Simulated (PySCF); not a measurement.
## Excitation energy of Al by level of theory

Al [Ne] 3s2 3p1 (2P) → Al [Ne] 3s1 3p1 4s1 (4P), as a difference of total energies. All numbers are calculated (PySCF 2.14, the spin-free X2C one-electron Hamiltonian (Gaussian nucleus), in x2c-TZVPPall with one added diffuse shell each of s, p, d type (6s6p4d1f, 51 functions)). Correlated levels: valence: [Ne] frozen. The calculations carry no spin-orbit coupling.

```csv
method,excitation energy (cm⁻¹)
UHF,51901
MP2 (valence),58378
SCS-MP2 (valence),60365
CCSD (valence),60644
CCSD(T) (valence),60869
```

The upper state lies above the first ionisation limit, but in LS coupling its spin forbids autoionisation to the ground ion. A Rydberg-like electron needs more diffuse functions than a valence basis has.

The promoted electron is Rydberg-like, and one or two diffuse shells describe it only roughly, which tends to raise the upper state.
